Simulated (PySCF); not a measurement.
Predicted microwave data (PBE0/pcSseg-1 in PySCF (dipole) on a GFN2-xTB geometry, gas phase) for one isomer of C8H14N2:

```
Rotational constants : A = 3533, B = 721.8, C = 707.1 MHz
Dipole components    : |μa| = 0.12 D, |μb| = 0.02 D, |μc| = 1.42 D
Inertial defect      : -128.54 u·Å²
κ                    : -0.99
```

Problem. Which candidate fits, each taken in the one conformer that was computed?
A. `[CH3:1][CH2:2][C@@H:3]1[CH:4]=[N:5][N:6]([CH:7]2[CH2:8][CH2:9]2)[CH2:10]1` with C1–C2–C3–C4 -72°, N5–N6–C7–C8 -10°, C2–C3–C4–N5 -113°, C4–N5–N6–C7 -154°, N6–C7–C8–C9 111°, N5–N6–C10–C3 13°
B. `[CH2:1]=[CH:2]/[C:3]([CH3:4])=[N:5]\[N:6]=[C:7](/[CH3:8])[CH2:9][CH3:10]` with C1–C2–C3–C4 3°, C3–N5–N6–C7 101°, N6–C7–C9–C10 119°
C. `[CH3:1][c:2]1[cH:3][cH:4][n:5]([CH2:6][CH:7]([CH3:8])[CH3:9])[n:10]1` with C4–N5–C6–C7 -83°, N5–C6–C7–C8 169°
D. `[CH:1]1=[N:2][N:3]([CH:4]2[CH2:5][CH2:6][CH2:7][CH2:8]2)[CH2:9][CH2:10]1` with N2–N3–C4–C5 -56°, C1–N2–N3–C4 -153°, N3–C4–C5–C6 131°, C4–C5–C6–C7 -32°, C5–C6–C7–C8 43°
E. `[CH2:1]=[N:2][C@@H:3]1[CH:4]=[CH:5][C@@H:6]([N:7]([CH3:8])[CH3:9])[CH2:10]1` with C1–N2–C3–C4 -114°, C5–C6–N7–C8 -82°, N2–C3–C4–C5 -124°, C4–C5–C6–N7 -114°, C5–C6–C10–C3 -12°, N2–C3–C10–C6 129°

Solution. E. It is C=N[C@@H]1C=C[C@@H](N(C)C)C1, a near-prolate asymmetric top, point group C1. The candidates at the same level (rigid rotor, commonest isotopes):

```tsv
SMILES	A (MHz)	B (MHz)	C (MHz)	μa (D)	μb (D)	μc (D)	Δ (u·Å²)	point group	rotor
C=C/C(C)=N\N=C(/C)CC	2452	659.8	594.4	0.35	1.31	1.55	-121.81	C1	near-prolate asymmetric top
CC[C@@H]1C=NN(C2CC2)C1	4327	684.9	644.6	0.90	1.72	0.66	-70.70	C1	near-prolate asymmetric top
Cc1ccn(CC(C)C)n1	3141	738.6	657.5	1.18	1.40	0.56	-76.52	C1	near-prolate asymmetric top
C=N[C@@H]1C=C[C@@H](N(C)C)C1	3533	721.8	707.1	0.12	0.02	1.42	-128.54	C1	near-prolate asymmetric top
C1=NN(C2CCCC2)CC1	3099	881.2	859.9	1.14	1.45	0.74	-148.92	C1	near-prolate asymmetric top
```

`C=C/C(C)=N\N=C(/C)CC` has A 31 % too low; `CC[C@@H]1C=NN(C2CC2)C1` has A 22 % too high; `C1=NN(C2CCCC2)CC1` has B 22 % too high; `Cc1ccn(CC(C)C)n1` has A 11 % too low. No structure here is proved a minimum.
